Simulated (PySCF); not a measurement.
**C₆ coefficients of unlike pairs at PBE0**

Calculated with PySCF 2.14 from the dipole response of each species, C₆(A,B) = (3/π) ∫ α_A(iu) α_B(iu) du, in atomic units, from isotropic polarisabilities. For ions this is the dispersion term alone; charge-induced terms of lower order in 1/R come first.

```csv
species,configuration,basis,relativity,α (bohr³),C₆ (like pair)
W,[Xe] 4f14 5d4 6s2 (5D),aug-cc-pVDZ-PP with ECP60MDF (5s5p4d2f),core potential,73.65,891.9
Ar,[Ar] (1S),aug-cc-pV(5+d)Z (8s7p6d4f3g2h),none,11.40,66.42
S,[Ne] 3s2 3p4 (3P),aug-cc-pwCVTZ (8s7p5d3f),none,19.74,136.1
F,[He] 2s2 2p5 (2P),"aug-cc-pVTZ with one added diffuse shell each of s, p, d, f type (6s5p4d3f)",none,3.870,10.31
```

Task: Estimate C₆ for S with Ar.

Result: The integral gives 93.50. The combination rule 2 C_A C_B / (C_A α_B/α_A + C_B α_A/α_B) gives 93.39 and the geometric mean 95.08.

No spin-orbit coupling is included.

The other pairs:

| pair | C₆ |
| --- | --- |
| S, W | 333.6 |
| F, W | 80.98 |
| F, S | 35.32 |
| Ar, W | 219.8 |
| F, Ar | 25.79 |
